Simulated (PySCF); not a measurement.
Species: C11H12.
InChI=1S/C11H12/c1-4-10-7-6-9(3)8-11(10)5-2/h2,6-8H,4H2,1,3H3

Torsions of this conformer, `[CH:1]#[C:2][c:3]1[cH:4][c:5]([CH3:6])[cH:7][cH:8][c:9]1[CH2:10][CH3:11]`: C8–C9–C10–C11 98°.

The closed-shell ground state was solved at several levels (PySCF, density fitting, gas phase, non-relativistic). One conformer (not necessarily the lowest) at the PBE0-D3(BJ)/def2-SVP geometry, without solvent, vibrations or thermal averaging.

```tsv
level	basis functions	total energy (Eh)	HOMO (eV)	LUMO (eV)	gap (eV)	dipole (D)
PBE0/pcSseg-1	247	-425.7665	-6.64	-0.97	5.67	0.69
B3LYP/pcJ-1	417	-426.3671	-6.41	-1.12	5.29	0.69
PBE0/def2-SVPD	316	-425.5363	-6.63	-1.01	5.62	0.69
```

(1) What might CAM-B3LYP/pcSseg-1 (247 basis functions) give for the same quantities?

(2) Over all these levels, which gives the widest orbital gap and which the narrowest?

(3) How far do the dipole and the HOMO energy spread over the levels?

## Answers

(1) Total energy -426.0400 Eh, HOMO -7.78 eV, LUMO 0.10 eV, gap 7.88 eV, dipole 0.67 D.

(2) CAM-B3LYP/pcSseg-1 (range-separated hybrid) has the widest, 7.88 eV, and B3LYP/pcJ-1 (global hybrid, 20 % exact exchange) the narrowest, 5.29 eV. Functional and basis both differ between the two, so the spread mixes both effects.

(3) The dipole runs from 0.67 to 0.69 D (mean 0.68 D) and the HOMO from -7.78 to -6.41 eV.
